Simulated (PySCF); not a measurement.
From one molecule to another.

First species: C5H10S.
InChI=1S/C5H10S/c1-4-3-5(4)6-2/h4-5H,3H2,1-2H3/t4-,5+/m0/s1

Second species: C5H11N2P.
InChI=1S/C5H11N2P/c1-6-8(4-5-8)7(2)3/h4-5H,1-3H3

Levels: PBE0/def2-SVPD for dipole moment, HOMO energy, LUMO energy, HOMO–LUMO gap, static isotropic polarisability and electronic spatial extent ⟨r²⟩ about the centre of nuclear charge; TDDFT PBE0/def2-SVPD for lowest singlet excitation; TDA PBE0/def2-SVPD for lowest triplet excitation (Tamm–Dancoff); GFN2-xTB for rotational constant A and rotational constant C. Geometries: GFN2-xTB. Each species is one conformer at its optimised geometry, gas phase, non-relativistic unless stated. Electronic properties by PySCF.

The conformers computed, where there is a choice (atom-mapped SMILES and torsion angles):
- `[CH3:1][S:2][C@@H:3]1[CH2:4][C@@H:5]1[CH3:6]`: C1–S2–C3–C4 157°
- `[CH3:1][N:2]=[P:3]1([N:4]([CH3:5])[CH3:6])[CH:7]=[CH:8]1`: N2–P3–N4–C5 -61°

**Question.** Which of the two has the higher dipole moment, and by how much?

**Answer.** The second: 2.02 D against 1.71 D, a difference of 0.31 D.

**Question.** Which of the two has the higher S1 energy, and by how much?

**Answer.** The first: 5.32 eV against 3.94 eV, a difference of 1.38 eV.

**Question.** Which has the higher rotational constant A?

**Answer.** The first: 4.585 GHz against 2.209 GHz, a difference of 2.376 GHz.

**Question.** Which has the higher LUMO energy?

**Answer.** The first: 0.52 eV against -0.65 eV, a difference of 1.17 eV.

**Question.** Which of the two has the higher HOMO–LUMO gap, and by how much?

**Answer.** The first: 6.74 eV against 5.28 eV, a difference of 1.46 eV.

**Question.** Which has the higher rotational constant C?

**Answer.** The first: 1.743 GHz against 1.186 GHz, a difference of 0.557 GHz.

**Question.** Which of the two has the higher T1 energy, and by how much?

**Answer.** The first: 4.89 eV against 3.55 eV, a difference of 1.34 eV.

**Question.** Which has the higher ⟨r²⟩?

**Answer.** The second: 1181 bohr² against 793 bohr², a difference of 388 bohr².

On the first: No computed singlet falls in the visible range (750 to 380 nm, 1.65 to 3.26 eV); S1 lies 2.06 eV above its blue end. The vertical singlet–triplet gap S1 − T1 is 0.43 eV (TDDFT singlet less Tamm–Dancoff triplet; S1: HOMO→LUMO, weight 0.86; T1: HOMO→LUMO, weight 0.73).

On the second: The 6 singlets span 3.94 to 6.05 eV, and their oscillator strengths add up to 0.03. S1 lies 1.34 eV below the HOMO–LUMO gap; its leading configuration is HOMO→LUMO, weight 0.98. GFN2-xTB frequencies show an imaginary mode (25i cm⁻¹), so this geometry is no minimum at that level.
